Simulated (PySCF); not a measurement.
Al(CF3)(F)(OMe) (C₂H₃AlF₄O), SMILES C[O][Al]([F])[C](F)(F)F.

Geometry: PBE0-D3(BJ)/def2-SVP. Other conformers were not sampled.

These are PySCF with PBE0-D3(BJ)/def2-SVP values and carry that method's errors.

Frequencies are harmonic and unscaled.

| mode | ν (cm⁻¹) | IR (km/mol) | moving atoms (share of kinetic energy) |
|---|---|---|---|
| 1 | 5 | 0.4 | F 84 % |
| 2 | 52 | 0.0 | H 97 % |
| 3 | 64 | 0.6 | C 35 %, F 30 %, H 20 %, Al 10 % |
| 4 | 83 | 0.0 | F 30 %, O 23 %, C 20 %, H 17 %, Al 10 % |
| 5 | 113 | 12.8 | F 63 %, O 19 %, C 10 % |
| 6 | 150 | 17.5 | F 53 %, O 32 %, C 8 % |
| 7 | 219 | 13.8 | F 49 %, O 37 %, C 9 % |
| 8 | 241 | 4.9 | F 72 %, C 12 %, Al 9 % |
| 9 | 296 | 68.6 | Al 64 %, F 25 %, O 8 % |
| 10 | 382 | 64.4 | F 40 %, Al 37 %, O 19 % |
| 11 | 526 | 0.1 | F 92 %, C 8 % |
| 12 | 526 | 0.2 | F 91 % |
| 13 | 695 | 59.0 | F 41 %, Al 23 %, C 23 %, O 9 % |
| 14 | 767 | 16.1 | F 60 %, Al 22 %, C 13 % |
| 15 | 913 | 115.3 | Al 48 %, F 43 % |
| 16 | 1145 | 220.3 | C 70 %, F 30 % |
| 17 | 1165 | 222.1 | C 71 %, F 28 % |
| 18 | 1188 | 10.7 | H 75 %, C 20 % |
| 19 | 1191 | 0.6 | H 76 %, C 19 % |
| 20 | 1234 | 299.5 | C 72 %, F 22 % |
| 21 | 1314 | 305.5 | O 57 %, C 34 % |
| 22 | 1476 | 3.3 | H 97 % |
| 23 | 1478 | 3.9 | H 95 % |
| 24 | 1485 | 9.9 | H 89 %, C 9 % |
| 25 | 3023 | 80.9 | H 97 % |
| 26 | 3112 | 32.0 | H 90 %, C 10 % |
| 27 | 3119 | 27.3 | H 90 %, C 10 % |
